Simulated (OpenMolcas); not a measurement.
## Cr3+: ligand-field states by method

Cr3+ with 6 ligands (ammonia) in octahedral coordination (S6) at 2.04 Å. Ligand basis ANO-RCC-VDZP.
```
Cr    0.0000    0.0000    0.0000
N     2.0400    0.0000    0.0000
H     2.4221    0.9457    0.0000
H     2.4221   -0.4729    0.8190
H     2.4221   -0.4729   -0.8190
N     0.0000    2.0400    0.0000
H     0.0000    2.4221    0.9457
H     0.8190    2.4221   -0.4729
H    -0.8190    2.4221   -0.4729
N    -2.0400    0.0000    0.0000
H    -2.4221   -0.9457    0.0000
H    -2.4221    0.4729   -0.8190
H    -2.4221    0.4729    0.8190
N     0.0000   -2.0400    0.0000
H     0.0000   -2.4221   -0.9457
H    -0.8190   -2.4221    0.4729
H     0.8190   -2.4221    0.4729
N     0.0000    0.0000    2.0400
H     0.9457    0.0000    2.4221
H    -0.4729    0.8190    2.4221
H    -0.4729   -0.8190    2.4221
N     0.0000    0.0000   -2.0400
H    -0.9457    0.0000   -2.4221
H     0.4729   -0.8190   -2.4221
H     0.4729    0.8190   -2.4221
```

```json
{
  "Program": "OpenMolcas",
  "Basis": "ANO-RCC-VTZP [6s5p3d2f1g]",
  "Scalar Hamiltonian": "DKH2, point nucleus",
  "Active space": "3 electrons in 5 orbitals (3d)",
  "State averaging": "2S+1 = 4 even, 10 roots; 2S+1 = 2 even, 40 roots",
  "Spin-orbit coupling": "RASSI with atomic mean-field integrals over the reference wave functions"
}
```

I. CASSCF
II. SS-CASPT2, IPEA 0.25 Eh, imaginary shift 0.1 Eh (closed shells correlated: 3s 3p and the ligand valence shells)

Spin-free states in cm-1, each column counted from its own energy of the first state listed:

```json
{"State": "2S+1 = 4", "Degeneracy": "1", "I": "0", "II": "0"}
{"State": "2S+1 = 2", "Degeneracy": "2", "I": "19506", "II": "13780"}
{"State": "2S+1 = 2", "Degeneracy": "1", "I": "20396", "II": "14730"}
{"State": "2S+1 = 2", "Degeneracy": "2", "I": "20431", "II": "14640"}
{"State": "2S+1 = 4", "Degeneracy": "1", "I": "21521", "II": "23810"}
{"State": "2S+1 = 4", "Degeneracy": "2", "I": "21589", "II": "24210"}
{"State": "2S+1 = 2", "Degeneracy": "2", "I": "28982", "II": "22130"}
{"State": "2S+1 = 2", "Degeneracy": "1", "I": "29043", "II": "22230"}
{"State": "2S+1 = 4", "Degeneracy": "1", "I": "31229", "II": "32850"}
{"State": "2S+1 = 4", "Degeneracy": "2", "I": "31238", "II": "32870"}
{"State": "2S+1 = 2", "Degeneracy": "1", "I": "37472", "II": "35100"}
{"State": "2S+1 = 2", "Degeneracy": "1", "I": "39772", "II": "37520"}
{"State": "2S+1 = 2", "Degeneracy": "2", "I": "39834", "II": "37820"}
{"State": "2S+1 = 2", "Degeneracy": "2", "I": "41044", "II": "38670"}
{"State": "2S+1 = 2", "Degeneracy": "1", "I": "41111", "II": "38550"}
{"State": "2S+1 = 2", "Degeneracy": "2", "I": "43383", "II": "40230"}
{"State": "2S+1 = 2", "Degeneracy": "1", "I": "47113", "II": "43800"}
{"State": "2S+1 = 2", "Degeneracy": "2", "I": "47137", "II": "43990"}
{"State": "2S+1 = 4", "Degeneracy": "1", "I": "48748", "II": "53410"}
{"State": "2S+1 = 4", "Degeneracy": "2", "I": "48937", "II": "53530"}
```

From I to II, I's first state of the same spin (2S+1 = 4) moves from 21521 to 23810 cm-1, by about +2300 cm-1.

From I to II, I's first state of another spin (2S+1 = 2) moves from 19506 to 13780 cm-1, by about -5700 cm-1.

χT at 300 K: I 1.85, II 1.85 cm3 K/mol.

Roots that are degenerate in the reference are averaged as groups; the widest CASPT2 spread within a group is 130 cm-1 (the 2-fold group of multiplicity 2 near 40200 cm-1 above the lowest state of its run, II). Shifts and gaps below about the spread of the groups concerned are not significant. Over all roots computed the reference weight is 0.69 to 0.70 in II; a low but even weight reflects the number of correlated electrons. Ligand-to-metal charge-transfer states are missing. With no ligand orbital active B as a rule stays too high, so bands that hang on it stand too high and its fall with covalency is understated. Without dynamic correlation the repulsion within the d shell is too large (B by tens of per cent), so at a given field states of lower spin stand too high (holds for I). With metal d orbitals alone the field can be off either way by tens of per cent (holds for I). With one d shell and no ligand orbital active, 10Dq can be off by a tenth or more (holds for II). No measured value stands beside these numbers; the geometry is a model, was not optimised and need not be the one that this ion takes.

A state without a sure symmetry label is named by its multiplicity alone.
